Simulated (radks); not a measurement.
Results of a calculation; reference values are marked as such.
Problem. The mean radii <r> (bohr) of the occupied orbitals of an atom or ion are listed with their occupations. Code: a radial shooting solver on a logarithmic mesh with Libxc functionals. Model: non-relativistic Kohn-Sham, TPSS, spin-polarised, spherical densities, point nucleus; meta-GGA in the generalised Kohn-Sham scheme.

orbital  occ.      <r>
1s down     1  0.05911
1s up       1  0.05911
2s up       1   0.2699
2s down     1   0.2694
2p up       3   0.2370
2p down     3   0.2364
3s up       1   0.8117
3s down     1   0.8156
3p up       3   0.8470
3p down     3   0.8545
3d up       5   0.9768
4d up       1    4.031

Name the element and its charge. Open shells, if any, are filled with parallel spins first.

Solution. Z = 26, iron, charge +2: Fe2+ in [Ar] 3d5 4d1. The 1s radius gives Z: for a bare nucleus <r> = 1.5/Z, 0.05769 bohr for Z = 26, and screening makes it slightly larger (0.05911 here). The occupations add up to 24, and the charge is Z minus that.
